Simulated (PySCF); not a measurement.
TDDFT excited states: H2

Hydrogen diatomic, H2.
SMILES: `[H][H]`

Computed, not measured: TDDFT CAM-B3LYP/def2-SVPD, vertical, gas phase, core orbitals frozen in the response in PySCF 2.14.0, density-fitted response routines. Geometry: PBE0-D3(BJ)/def2-SVP; no solvent, vibrations or thermal averaging.

Q: Predict the UV-vis stick spectrum at this level.

A: 

| state | E (eV) | ν̃ (cm⁻¹) | f | symmetry | main configurations (H = HOMO, L = LUMO) |
| --- | --- | --- | --- | --- | --- |
| S1 | 12.56 | 101330 | 0.420 | Σu+ | H→L (100%) |
| S2 | 14.19 | 114460 | 0.394 | Πu | H→L+1/L+2 (99%) |
| S3 | 14.19 | 114460 | 0.394 | Πu | H→L+1/L+2 (99%) |
| S4 | 16.44 | 132580 | 0.0000 | – | H→L+3 (99%) |
| S5 | 18.05 | 145590 | 0.0000 | – | H→L+4 (76%), H→L+5 (24%) |
| S6 | 18.05 | 145590 | 0.0000 | – | H→L+5 (76%), H→L+4 (24%) |
| S7 | 20.42 | 164660 | 0.186 | Σu+ | H→L+6 (100%) |
| S8 | 24.00 | 193530 | 0.0000 | – | H→L+7 (99%) |
| S9 | 38.60 | 311360 | 0.057 | Σu+ | H→L+8 (100%) |

Triplets, Tamm–Dancoff:

| state | E (eV) | λ (nm) | main configurations (H = HOMO, L = LUMO) |
| --- | --- | --- | --- |
| T1 | 10.02 | 123.7 | H→L (93%) |
| T2 | 12.86 | 96.4 | H→L+1/L+2 (≥93%) |
| T3 | 12.86 | 96.4 | H→L+1/L+2 (≥93%) |

The lowest singlet lies at 12.56 eV (99 nm, vacuum ultraviolet) and is strong; its leading configuration is HOMO→LUMO (100%). The strongest level in the table is S2/S3 at 14.19 eV (87 nm, f = 0.787 summed). S2/S3 and S5/S6 lie within about 0.01 eV of each other in each set; the point group D∞h has degenerate representations, and within a degenerate level the listed configurations can mix freely. Weighted by f, the mean energy of these states is 15.48 eV. The listed states span 26.04 eV, and the widest gap between neighbours is 14.61 eV (S8 to S9). The oscillator strengths of these states sum to 1.450; summed over the whole spectrum of an exact calculation they would give the number of electrons, 2 (Thomas–Reiche–Kuhn). From S4 up the states lie above the vertical ionisation energy of 16.29 eV (ΔSCF), that is within the continuum, which a finite basis only mimics. Symmetry labels in D∞h follow from the direction of the transition dipole and are given only for states with f of 0.002 or more. Orbitals of the list HOMO to LUMO+2 that lie within 0.01 eV of each other are written together with a slash and their weights summed (≥ marks a lower bound); for degenerate orbitals outside that list single weights are arbitrary. The window holds the lowest 10 singlets. The highest level found (48.64 eV, f 0.297 so far) is left out, since the window may have cut off a degenerate partner.
